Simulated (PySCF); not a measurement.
## C₆ coefficients of unlike pairs at PBE0

Calculated with PySCF 2.14 from the dipole response of each species, C₆(A,B) = (3/π) ∫ α_A(iu) α_B(iu) du, in atomic units, from isotropic polarisabilities. For ions this is the dispersion term alone; charge-induced terms of lower order in 1/R come first.

```json
{"species": "Al⁺", "configuration": "[Ne] 3s2 (1S)", "basis": "def2-TZVPPD (6s5p4d1f)", "relativity": "none", "α (bohr³)": "24.60", "C₆ (like pair)": "125.2"}
{"species": "Tc", "configuration": "[Kr] 4d5 5s2 (6S)", "basis": "def2-QZVPPD with the def2 core potential (28 electrons) (7s5p4d4f2g)", "relativity": "core potential", "α (bohr³)": "90.12", "C₆ (like pair)": "1034"}
{"species": "Sn³⁺", "configuration": "[Kr] 4d10 5s1 (2S)", "basis": "aug-cc-pwCVTZ-DK3 with one added diffuse shell each of s, p, d, f type (11s10p8d5f1g)", "relativity": "spin-free X2C", "α (bohr³)": "9.298", "C₆ (like pair)": "37.36"}
{"species": "Mg²⁺", "configuration": "[Ne] (1S)", "basis": "dyall-av3z (20s13p6d4f)", "relativity": "none", "α (bohr³)": "0.4993", "C₆ (like pair)": "0.6023"}
```

**Question.** Estimate C₆ for Tc with Al⁺.

**Answer.** The integral gives 354.0. The combination rule 2 C_A C_B / (C_A α_B/α_A + C_B α_A/α_B) gives 349.5 and the geometric mean 359.8.

No spin-orbit coupling is included.

The other pairs:

| pair | C₆ |
| --- | --- |
| Mg²⁺, Al⁺ | 4.925 |
| Mg²⁺, Sn³⁺ | 4.014 |
| Sn³⁺, Al⁺ | 62.00 |
| Mg²⁺, Tc | 13.44 |
| Sn³⁺, Tc | 171.2 |
